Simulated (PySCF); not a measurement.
Gas-phase reaction: SeO2 + 6 F → SeF6 + O2

Computed with PySCF (xtb for GFN2) and rigid-rotor harmonic-oscillator thermochemistry at 1 bar. † marks an energy on the PBE0/def2-TZVP geometry and frequencies; other levels use their own. MP2 and CCSD(T) freeze the core. 6-31G* has spherical d functions here. Open shells (unrestricted): F (multiplicity 2, electronic degeneracy 6), O2 (multiplicity 3); the rest are closed-shell singlets. GFN2 has no spin-polarisation term. Spin-orbit splitting is ignored; it lowers the true energy and changes the entropy of F. B3LYP is the form with VWN-RPA correlation. Se: all electrons, no relativistic terms. MP2 isn't extrapolated to the basis-set limit; its ΔH°(298 K) is -1456.4 kJ in def2-SVP and -1582.6 kJ in def2-TZVPP. CCSD(T) isn't extrapolated to the basis-set limit. The harmonic model lacks anharmonicity and excited electronic states, which grow with temperature; levels with a mode under 35 cm⁻¹ are left out. Warning, large T1 diagnostic: SeO2 (CCSD(T)/def2-SVP†).

```
level               ΔE electronic, kJ  ΔH°(298 K), kJ  ΔS°(298 K), J/K  ΔG°(1200 K), kJ
------------------  -----------------  --------------  ---------------  ---------------
B3LYP/6-31G*                    -1543           -1522             -700             -677
BLYP/def2-TZVP†                 -1538           -1516             -706             -662
CCSD(T)/def2-SVP†               -1360           -1338             -706             -484
GFN2-xTB                        -1248           -1234             -673             -428
HF/def2-TZVP†                    -846            -824             -706               31
M06-2X/def2-TZVP†               -1607           -1585             -706             -730
MP2/def2-TZVPP†                 -1605           -1583             -706             -728
PBE/def2-TZVP†                  -1666           -1644             -706             -790
PBE0/def2-SVP†                  -1555           -1533             -706             -678
r2SCAN/def2-TZVP†               -1610           -1588             -706             -733
ωB97X-V/def2-TZVP†              -1599           -1577             -706             -723
```
ΔH° is lowest at PBE/def2-TZVP† and highest at HF/def2-TZVP†. No reference value is set beside these.
